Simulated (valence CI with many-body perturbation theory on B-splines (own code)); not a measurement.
# Gd23+: M1 decay

Calculated by valence CI with perturbative core correlation (CI+MBPT): five valence electrons over a frozen Dirac-Fock core [Kr], a basis of 7 s, 7 p, 8 d, 6 f, 4 g, 1 h functions for each j, with the one-electron correlation potential Σ1 (screened to all orders), the two-electron term Σ2, the three-electron term Σ3, Breit, model QED; selected single and double excitations, second order for the rest (own B-spline code, finite nucleus).

No measured levels were compared; by estimate terms of the open shell hold to 2 to 4 % of their energy, and close levels can change places. Core correlation moves these levels by up to 11000 cm⁻¹, and in measured spectra 5 to 20 % of such shifts remained as error; rates that hang on mixing are uncertain with them. Only levels of the ground parity were solved; by the run's estimate the other parity begins above the list, which can be wrong where configurations are misplaced.

Lines 51 to 100 of 120 in falling wavelength, among levels below 307050 cm⁻¹, chosen from the decays that carry over 1 % of a level's rate. Wavelengths and rates use the calculated energies, so an error of 2000 cm⁻¹ moves a line at 170.4 nm by 3.4 % and its rate by three times that or more. Weak lines are less certain than strong ones. Lines between different terms over intervals too small for the method are left out, as are lines whose strength nearly cancels. Branching is blank where the lifetime is uncertain.

Levels are named by their leading jj configuration (3d3/2^4 stands for four electrons in 3d with j = 3/2), which in mixed levels can hold well under half, so a name can repeat and another be missing. Letters in brackets count levels of one name in rising energy.

```tsv
λ vac (nm)	Upper	Lower	Type	A (s⁻¹)	Branch %
170.4	(4d3/2^2 4d5/2^3) J=7/2 [b]	(4d3/2^3 4d5/2^2) J=7/2 [b]	M1	3.12e+02	19.8
167.6	(4d3/2^2 4d5/2^3) J=3/2 [b]	(4d3/2^2 4d5/2^3) J=5/2 [a]	M1	5.28e+02	20.7
167.6	(4d3/2^2 4d5/2^3) J=9/2 [a]	(4d3/2^3 4d5/2^2) J=7/2 [a]	M1	1.12e+03	51.9
165.0	(4d3/2 4d5/2^4) J=5/2 [a]	(4d3/2^2 4d5/2^3) J=7/2 [a]	M1	2.21e+03	14.9
163.0	(4d3/2^2 4d5/2^3) J=5/2 [c]	(4d3/2^3 4d5/2^2) J=7/2 [b]	M1	1.14e+03	18.3
161.9	(4d3/2^2 4d5/2^3) J=13/2	(4d3/2^3 4d5/2^2) J=11/2	M1	4.75e+02	96.9
158.8	(4d3/2^2 4d5/2^3) J=9/2 [c]	(4d3/2^2 4d5/2^3) J=9/2 [a]	M1	3.04e+01	1.0
155.8	(4d3/2^2 4d5/2^3) J=3/2 [a]	(4d3/2^3 4d5/2^2) J=3/2 [a]	M1	3.84e+03	42.6
150.1	(4d3/2^2 4d5/2^3) J=5/2 [a]	(4d3/2^3 4d5/2^2) J=5/2 [a]	M1	4.60e+03	69.0
149.3	(4d3/2^2 4d5/2^3) J=7/2 [c]	(4d3/2^2 4d5/2^3) J=5/2 [a]	M1	2.57e+02	5.9
146.3	(4d3/2^2 4d5/2^3) J=9/2 [c]	(4d3/2^2 4d5/2^3) J=11/2	M1	2.25e+02	7.8
146.1	(4d3/2 4d5/2^4) J=3/2 [a]	(4d3/2^2 4d5/2^3) J=5/2 [b]	M1	1.81e+03	13.7
146.0	(4d3/2^3 4d5/2^2) J=7/2 [a]	(4d3/2^4 4d5/2) J=5/2	M1	9.84e+02	76.3
144.9	(4d3/2 4d5/2^4) J=11/2	(4d3/2^2 4d5/2^3) J=13/2	M1	1.22e+03	
144.8	(4d3/2^2 4d5/2^3) J=5/2 [b]	(4d3/2^3 4d5/2^2) J=3/2 [a]	M1	5.72e+02	12.1
143.4	(4d3/2 4d5/2^4) J=7/2 [a]	(4d3/2^2 4d5/2^3) J=9/2 [a]	M1	3.48e+03	34.6
140.6	(4d3/2^3 4d5/2^2) J=3/2 [a]	(4d3/2^4 4d5/2) J=5/2	M1	4.58e+03	97.5
140.4	(4d3/2 4d5/2^4) J=5/2 [a]	(4d3/2^2 4d5/2^3) J=5/2 [a]	M1	7.13e+03	48.1
139.5	(4d3/2^2 4d5/2^3) J=5/2 [b]	(4d3/2^3 4d5/2^2) J=7/2 [a]	M1	1.03e+03	21.8
136.4	(4d3/2 4d5/2^4) J=3/2 [a]	(4d3/2^2 4d5/2^3) J=3/2 [a]	M1	4.49e+03	34.1
135.7	(4d3/2^2 4d5/2^3) J=9/2 [b]	(4d3/2^3 4d5/2^2) J=9/2	M1	3.58e+03	53.8
132.5	(4d3/2^2 4d5/2^3) J=7/2 [b]	(4d3/2^3 4d5/2^2) J=5/2 [b]	M1	5.76e+01	3.7
131.1	(4d3/2^2 4d5/2^3) J=7/2 [c]	(4d3/2^3 4d5/2^2) J=7/2 [b]	M1	1.46e+03	33.7
131.0	(4d3/2 4d5/2^4) J=11/2	(4d3/2^2 4d5/2^3) J=9/2 [a]	M1	1.42e+03	
129.4	(4d3/2^2 4d5/2^3) J=7/2 [a]	(4d3/2^3 4d5/2^2) J=5/2 [a]	M1	4.40e+02	15.2
129.2	(4d3/2^2 4d5/2^3) J=7/2 [b]	(4d3/2^3 4d5/2^2) J=9/2	M1	8.12e+02	51.6
127.0	(4d3/2 4d5/2^4) J=7/2 [a]	(4d3/2^2 4d5/2^3) J=7/2 [a]	M1	2.90e+03	28.9
126.2	(4d3/2 4d5/2^4) J=3/2 [a]	(4d3/2^2 4d5/2^3) J=1/2 [a]	M1	4.51e+03	34.2
125.0	(4d3/2^3 4d5/2^2) J=3/2 [b]	(4d3/2^3 4d5/2^2) J=5/2 [a]	M1	3.51e+02	25.3
124.3	(4d3/2^2 4d5/2^3) J=9/2 [b]	(4d3/2^3 4d5/2^2) J=11/2	M1	1.26e+03	19.0
124.2	(4d3/2 4d5/2^4) J=5/2 [a]	(4d3/2^3 4d5/2^2) J=7/2 [b]	M1	5.02e+02	3.4
123.9	(4d3/2^2 4d5/2^3) J=3/2 [b]	(4d3/2^3 4d5/2^2) J=1/2	M1	4.64e+02	18.2
122.3	(4d3/2 4d5/2^4) J=11/2	(4d3/2^2 4d5/2^3) J=11/2	M1	5.53e+03	
121.3	(4d3/2^3 4d5/2^2) J=5/2 [b]	(4d3/2^4 4d5/2) J=5/2	M1	8.16e+01	4.6
116.7	(4d3/2^2 4d5/2^3) J=9/2 [b]	(4d3/2^3 4d5/2^2) J=7/2 [a]	M1	1.23e+03	18.5
116.6	(4d3/2^2 4d5/2^3) J=3/2 [b]	(4d3/2^3 4d5/2^2) J=5/2 [b]	M1	3.25e+02	12.8
113.2	(4d3/2^2 4d5/2^3) J=1/2 [b]	(4d3/2^3 4d5/2^2) J=1/2	M1	1.65e+03	26.7
111.9	(4d3/2 4d5/2^4) J=7/2 [a]	(4d3/2^2 4d5/2^3) J=5/2 [a]	M1	3.25e+02	3.2
111.8	(4d3/2^2 4d5/2^3) J=7/2 [b]	(4d3/2^3 4d5/2^2) J=7/2 [a]	M1	4.81e+01	3.1
111.7	(4d3/2^2 4d5/2^3) J=5/2 [c]	(4d3/2^3 4d5/2^2) J=3/2 [a]	M1	8.58e+02	13.8
108.8	(4d3/2^2 4d5/2^3) J=9/2 [c]	(4d3/2^3 4d5/2^2) J=7/2 [b]	M1	1.47e+03	50.7
108.6	(4d3/2^2 4d5/2^3) J=5/2 [c]	(4d3/2^3 4d5/2^2) J=7/2 [a]	M1	2.76e+03	44.4
107.5	(4d3/2^2 4d5/2^3) J=7/2 [c]	(4d3/2^3 4d5/2^2) J=5/2 [b]	M1	6.45e+02	14.9
107.1	(4d3/2^2 4d5/2^3) J=3/2 [a]	(4d3/2^3 4d5/2^2) J=5/2 [a]	M1	3.03e+03	33.6
105.3	(4d3/2^2 4d5/2^3) J=7/2 [c]	(4d3/2^3 4d5/2^2) J=9/2	M1	1.81e+03	41.7
103.0	(4d3/2^2 4d5/2^3) J=3/2 [b]	(4d3/2^3 4d5/2^2) J=3/2 [a]	M1	8.24e+02	32.3
102.8	(4d3/2 4d5/2^4) J=5/2 [a]	(4d3/2^3 4d5/2^2) J=5/2 [b]	M1	3.13e+03	21.1
101.8	(4d3/2^2 4d5/2^3) J=5/2 [b]	(4d3/2^3 4d5/2^2) J=5/2 [a]	M1	7.24e+01	1.5
101.3	(4d3/2 4d5/2^4) J=7/2 [a]	(4d3/2^3 4d5/2^2) J=7/2 [b]	M1	4.59e+02	4.6
100.8	(4d3/2^3 4d5/2^2) J=7/2 [b]	(4d3/2^4 4d5/2) J=5/2	M1	2.27e+02	51.9
```
